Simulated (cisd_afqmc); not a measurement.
Input (AFQMC/CISD/def2-SVP; cisd_afqmc is a phaseless AFQMC code with CISD trial states that reads the integrals written by Ansatz):

Ansatz 0.2 input:
```python
import cisd_afqmc

open("ham.yaml", "w").write("""\
crystal:
  periodic: [false, false, false]
  atoms:
    - {symbol: Cl, position_ang: [-0.00000000, -0.00000000, -1.77529694]}
    - {symbol: I, position_ang: [0.00000000, 0.00000000, 0.56943487]}
basis:
  gaussian:
    orbitals: def2-SVP
magnetization: {spin_polarized: false}
correlation: {method: ccsd, electrons: outside_noble_gas, hamiltonian_folder: ham}
""")
rep = cisd_afqmc.ansatz("ham.yaml")
e_ccsd = rep["correlation"]["coupled_cluster"]["energy"]["hartree"]
out = cisd_afqmc.run("ham", e_ccsd, trial="CISD", walkers=200, populations=8, threads=8, dt=0.005, steps=40, early=36, settle=10, least=32,
    cut=5e-5, rank_cut=2e-4, target=0.0004, seconds=1500, seed=1, memory=17280, gpu=False)
```

Output:

```
orbitals 30, occupied [7], factors 158 of 494, rank of the doubles 95 of 161
E(HF) = -755.991953
E(CCSD) on the cut factors = -756.244371, shift to the whole factors -0.000002
Energy of the trial state on the determinant = -756.244288
  tau behind 10.8 of longer steps, mean of the populations' last blocks
   2.0  -756.25076
   4.0  -756.25082
   6.0  -756.25049
   8.0  -756.25070
blocks 268 (0 outliers left out), error by blocks joined: 1: 0.00013, 2: 0.00018, 4: 0.00021, 8: 0.00025, 16: 0.00021
E(AFQMC/CISD) = -756.25058 +/- 0.00025
```
